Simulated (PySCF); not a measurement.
C₃H₅ClGe, SMILES [CH]([GeH3])=C=CCl.

Coordinates come from a r2SCAN-D4/def2-SVP optimisation. The structure was generated by enumeration; whether it is a known compound was not checked.

Calculation: r2SCAN-D4/def2-SVP (PySCF).

Frequencies are harmonic and unscaled.

| mode | ν (cm⁻¹) | IR (km/mol) | moving atoms (share of kinetic energy) |
|---|---|---|---|
| 1 | 71 | 0.2 | Cl 42 %, Ge 26 %, C 22 %, H 10 % |
| 2 | 83 | 0.0 | H 88 % |
| 3 | 170 | 0.8 | C 65 %, H 24 % |
| 4 | 213 | 0.6 | C 61 %, Cl 18 %, H 16 % |
| 5 | 402 | 21.0 | C 71 %, H 17 %, Ge 11 % |
| 6 | 484 | 16.4 | H 44 %, C 39 %, Cl 13 % |
| 7 | 555 | 1.0 | C 50 %, H 36 %, Cl 9 % |
| 8 | 559 | 12.3 | H 78 %, C 17 % |
| 9 | 691 | 24.9 | H 57 %, C 39 % |
| 10 | 700 | 46.7 | C 53 %, H 42 % |
| 11 | 769 | 72.9 | C 76 %, Cl 17 % |
| 12 | 828 | 200.4 | H 96 % |
| 13 | 838 | 57.0 | H 86 %, C 14 % |
| 14 | 885 | 13.2 | H 97 % |
| 15 | 891 | 42.9 | H 99 % |
| 16 | 1085 | 3.8 | H 74 %, C 26 % |
| 17 | 1188 | 4.0 | H 82 %, C 18 % |
| 18 | 1327 | 75.7 | C 77 %, H 23 % |
| 19 | 2040 | 19.7 | C 98 % |
| 20 | 2149 | 120.2 | H 99 % |
| 21 | 2153 | 110.8 | H 98 % |
| 22 | 2183 | 79.2 | H 99 % |
| 23 | 3118 | 0.4 | H 92 %, C 8 % |
| 24 | 3198 | 7.8 | H 91 %, C 9 % |
